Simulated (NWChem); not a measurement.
C3H5FSi; SMILES F[C@@H]1C=C[SiH2]1

```xyz
10

F      0.2829    -1.9116    -0.2855
C     -0.0053    -0.7781     0.4801
C     -1.2923    -0.0857     0.0734
C     -0.9860     1.1931    -0.2345
Si     0.8453     0.8869    -0.0143
H      0.0126    -1.0835     1.5335
H     -2.2722    -0.5692     0.0600
H     -1.6872     1.9790    -0.4966
H      1.6004     1.6667     1.0107
H      1.6660     0.8185    -1.2521
```
Atoms are numbered in this order, from 1.

All runs: NWChem. Medium grid unless said otherwise, to which SCAN and Minnesota functionals are sensitive. Coordinates come from a B3LYP/6-31G* (spherical d) optimisation. Total energies of different functionals are on different scales.

| level | energy (Ha) | highest occupied level (eV) | orbital gap (eV) | dipole (D) |
|---|---|---|---|---|
| PBE/def2-SVP | -505.9427 | … | … | 1.58 |
| B3LYP/def2-SVP | -506.3645 | -7.60 | 6.89 | 1.76 |
| r2SCAN/def2-SVP | -506.2003 | -6.81 | 5.38 | 1.72 |
| BLYP/def2-SVP | -506.2680 | -6.30 | 4.94 | 1.58 |
| PW6B95/def2-SVP | -506.8607 | -7.97 | 7.52 | 1.81 |
| TPSSh/def2-SVP | -506.3768 | -7.15 | 6.15 | 1.74 |

**Question.** What belongs in the gaps?

**Answer.** 
- PBE/def2-SVP, highest occupied level (eV): -6.46
- PBE/def2-SVP, orbital gap (eV): 4.89
